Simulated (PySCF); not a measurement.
# Co²³⁺ (cobalt, charge +23) across methods

[He] 2s2, closed-shell 1S. Calculation: PySCF 2.14, in an even-tempered Gaussian basis (19 s from 6 bohr⁻², ratio 2.2; 8 p from 9.3 bohr⁻², ratio 2.4; 6 d from 28 bohr⁻², ratio 2.4; 5 f from 42 bohr⁻², ratio 2.4; 4 g from 63 bohr⁻², ratio 2.4); scalar relativity by spin-free X2C-1e.

| method | E (hartree) | mean ε 1s (eV) | mean ε 2s (eV) | Σ⟨r²⟩ (bohr²) | ⟨S²⟩ |
| --- | --- | --- | --- | --- | --- |
| PBE0 | -878.305 | -9136.2 | -2085.7 | 0.1345 | 0.000 |
| LDA | -876.047 | -9071.2 | -2072.3 | 0.1347 | 0.000 |
| UHF | -878.30598 | -9271.0 | -2113.6 | 0.1346 | 0.000 |
| r2SCANh | -878.338 | -9127.0 | -2081.8 | 0.1346 | 0.000 |
| r2SCAN | -878.328 | -9110.9 | -2078.2 | 0.1346 | 0.000 |
| BP86 | -878.596 | -9093.8 | -2076.6 | 0.1344 | 0.000 |
| PBE | -878.270 | -9091.0 | -2075.9 | 0.1345 | 0.000 |
